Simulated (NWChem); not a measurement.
# CH5FOSi; SMILES C[Si@H](O)F

```xyz
9

C     -0.2708     1.6603     0.2185
Si     0.0220    -0.0927    -0.3627
O     -1.1100    -1.1723     0.2206
F      1.5194    -0.5235     0.1596
H     -0.1944     1.7349     1.3230
H     -1.2765     2.0162    -0.0842
H      0.4836     2.3477    -0.2158
H     -0.0128    -0.2537    -1.8465
H     -1.2722    -1.1367     1.1791
```
Atoms are numbered in this order, from 1.

Results from NWChem. Pople sets run with spherical d functions. The geometry was optimised at PBE-D3(BJ)/def2-SVP. Atomic charges in e: unrestrained fits to the electrostatic potential beside Mulliken populations; buried atoms are poorly determined by the fit.

For level B3LYP/def2-SVP:

```yaml
ESP C1: -0.48
Mulliken C1: -0.29
ESP Si2: 0.98
Mulliken Si2: 0.82
ESP O3: -0.69
Mulliken O3: -0.40
Mulliken F4: -0.36
```

Q: What are these values for level Hartree-Fock/6-31G*?

A: The ESP C1 is -0.59. The Mulliken C1 is -0.83 and the ESP Si2 comes out as 1.18. The Mulliken Si2 comes out as 1.38. The ESP O3 is -0.80. The Mulliken O3 is -0.89. The Mulliken F4 comes out as -0.55.
